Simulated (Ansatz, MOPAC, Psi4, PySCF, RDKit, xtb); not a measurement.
Dimer: boric acid (SMILES OB(O)O) (first 7 atoms) with HF (SMILES F); geometry from B3LYP-D3(BJ)/def2-TZVP, rigid monomers moved along the line of their centres of mass till O1···H9 is 1.55 Å.
(charge 0, multiplicity 1):
```xyz
9

O     -0.02765    -0.57079     1.55988
B      0.28392    -0.24984     0.25821
O      0.70115    -1.27121    -0.55616
O      0.14056     1.06237    -0.07630
H      0.08528    -1.50525     1.76027
H      0.91708    -1.04059    -1.46276
H      0.35373     1.30290    -0.98032
F     -0.82490     0.81223     3.46144
H     -0.52133     0.36091     2.69245
```

Monomers are frozen at their geometry in the pair; levels with a basis set take the counterpoise correction. RDKit's UFF carries no charges.

Frozen-core correlation. Rows in 6-31G* carry no dispersion term and start afresh at each structure (6-31G* with six Cartesian d functions). The state reached by PM3 isn't checked.

Programs: Ansatz (Gaussian orbitals); MOPAC for PM3 (differences of heats of formation); Psi4 for SAPT; PySCF for 6-31G* rows, the dispersion terms; RDKit for the force fields; xtb for the GFN methods. 

```tsv
level	interaction energy (kJ/mol)
UFF	1194.6
GFN-FF	-20.6
PM3	11.8
r2SCAN-D3(BJ)/def2-TZVPPD	-36.3
B3LYP/6-31G*	-27.0
B3LYP-D3(BJ)/def2-TZVPPD	-35.6
PBE0-D4/def2-TZVPPD	-36.6
MP2/aug-cc-pVDZ	-26.5
SAPT0/jun-cc-pV(D+d)Z	?
```

Problem. Fill in the missing entries.

Solution. 
- SAPT0/jun-cc-pV(D+d)Z, interaction energy (kJ/mol): -38.3

Ansatz is an electronic-structure program.
